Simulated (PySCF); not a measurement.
Electron correlation in Kr (krypton, neutral)

[Kr], closed-shell 1S. All numbers are calculated (PySCF 2.14, scalar relativity through the core potential, in aug-cc-pVDZ-PP with ECP10MDF (5s4p3d, 32 functions)). Frozen: 3s2 3p6 3d10; 8 electrons correlated.

MP2 pair energies summed by pair of shells (mhartree):

| pair | energy | share (%) |
| --- | --- | --- |
| 4p-4p | -102.68 | 81.1 |
| 4s-4p | -18.82 | 14.9 |
| 4s-4s | -5.15 | 4.1 |

Total MP2 correlation energy: -126.64 mhartree.

Same-spin part -35.01 and opposite-spin part -91.63 mhartree; SCS-MP2 scales them by 1/3 and 6/5 to -121.63 mhartree.

```csv
level,correlation energy (mhartree)
CCSD,-136.97
(T),-2.01
CCSD(T),-138.98
```

Diagnostics: T1 = 0.0046, D1 = 0.0071, largest double amplitude 0.036.

**Question.** Is a single reference adequate?

**Answer.** Yes, within this model without spin-orbit coupling: T1 lies below 0.03 and no double amplitude reaches 0.07.
